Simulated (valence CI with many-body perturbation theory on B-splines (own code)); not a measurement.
## Pb9+: calculated level list

Computed by configuration interaction combined with many-body perturbation theory (CI+MBPT): five valence electrons over a frozen Dirac-Fock core [Xe] 4f14, a basis of 7 s, 7 p, 8 d, 6 f, 4 g, 1 h functions for each j, with the one-electron correlation potential Σ1 (screened to all orders), the two-electron term Σ2, the three-electron term Σ3, Breit, model QED; selected single and double excitations, second order for the rest, scaled by the run's own slope (own B-spline code, finite nucleus).

No measured levels were compared; by estimate terms of the open shell hold to 2 to 4 % of their energy, and close levels can change places. Among the levels kept, up to 1100 cm⁻¹ of a level comes from second order outside the variational space, and about a tenth of that is noise between levels of different J, which matters for small intervals. Excitations out of the core, of the other parity, are not computed and may begin above about 48.5 eV (a cautious bound); beyond it only levels of the ground parity were kept, without lifetimes.

Levels 91 to 101 of 101, with energies above the lowest level, 5d⁵ ⁶S_5/2. "Leading %" is the weight of the configuration and term that name the level; weights of strongly mixed levels are sums over their largest components and can fall short.

| No. | Configuration | Term | J | E (cm⁻¹) | Leading % | Second component |
| --- | --- | --- | --- | --- | --- | --- |
| 91 | 5d⁴6s | ⁴F | 5/2 | 391380 | 30 | 30 % 5d⁴6s ²F |
| 92 | 5d⁴6s | ²G | 9/2 | 392310 | 64 | 22 % 5d⁴6s ⁴F |
| 93 | 5d⁴6s | ²G | 7/2 | 394610 | 71 | 18 % 5d⁴6s ²F |
| 94 | 5d⁴6s | ²G | 9/2 | 395880 | 50 | 38 % 5d⁴6s ⁴F |
| 95 | 5d⁴6s | ²F | 5/2 | 396340 | 51 | 33 % 5d⁴6s ²D |
| 96 | 5d⁴6s | ²P | 3/2 | 397160 | 43 | 39 % 5d⁴6s ²D |
| 97 | 5d⁴6s | ²P | 1/2 | 400240 | 78 | 18 % 5d⁴6s ²S |
| 98 | 5d⁴6s | ²F | 7/2 | 403150 | 60 | 24 % 5d⁴6s ²G |
| 99 | 5d⁴6s | ²D | 5/2 | 417050 | 73 | 11 % 5d⁴6s ²F |
| 100 | 5d⁴6s | ²D | 3/2 | 417210 | 79 | 8 % 5d⁴6s ⁴F |
| 101 | 5d⁴6s | ²S | 1/2 | 447960 | 76 | 12 % 5d⁴6s ⁴P |

Names give the largest LS component (configuration and term), which can be under half, so a name can repeat, a term be missing and a line seem to break the LS rules; names also repeat where a configuration has a term twice.
